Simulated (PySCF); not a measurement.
## SbOCl3: from structure and modes to constants

Level of theory: PBE0 in PySCF with Sb def2-SVP with ECP28, O def2-SVP, Cl def2-SVP; scalar-relativistic core potentials, no spin–orbit coupling; density-fitted integrals.

The singlet minimum has C3v symmetry. Masses (u): Sb 120.90382, O 15.99492, Cl 34.96885.

```xyz
5
charge 0 multiplicity 1, angstrom
Sb   -0.2827    0.0000    0.1810
O    -1.8109    0.0000    1.1595
Cl    0.0429    1.7958   -1.2586
Cl    0.0429   -1.7958   -1.2586
Cl    1.7201    0.0000    1.3609
```

Harmonic wavenumbers (cm⁻¹): 113.7 (e, ×2), 143.8 (a1, ×1), 185.7 (e, ×2), 382.6 (a1, ×1), 398.4 (e, ×2), 861.1 (a1, ×1).

Question: Find the vibrational entropy and heat capacity at 298.15 K.

Answer: With u = 1.43878 ω/T, each mode gives S = R[u/(eᵘ−1) − ln(1−e⁻ᵘ)] and C = R u² eᵘ/(eᵘ−1)².
```
  ω (cm⁻¹)      u  S (J/(mol K))  C (J/(mol K))
113.7 (×2)  0.549          13.41           8.11
     143.8  0.694          11.52           7.99
185.7 (×2)  0.896           9.50           7.78
     382.6  1.846           4.31           6.31
398.4 (×2)  1.923           4.05           6.17
     861.1  4.155           0.68           2.32
```
The sums over all modes are S = 70.4 and C = 60.7 J/(mol K); the softest mode gives 19 % of the entropy (each member, where degenerate).

Question: Give the standard entropy (298.15 K, 1 bar) by its translational, rotational, vibrational and spin parts, and Cp.

Answer: Sackur–Tetrode with M = 241.81 u gives 177.3; rotation with symmetry number 3 gives 113.9; vibration 70.4; spin R ln 1 = 0.0. The total is 361.6 J/(mol K), and Cp = 4 R + 60.7 = 94.0 J/(mol K).

This need not be the most stable arrangement of these atoms.
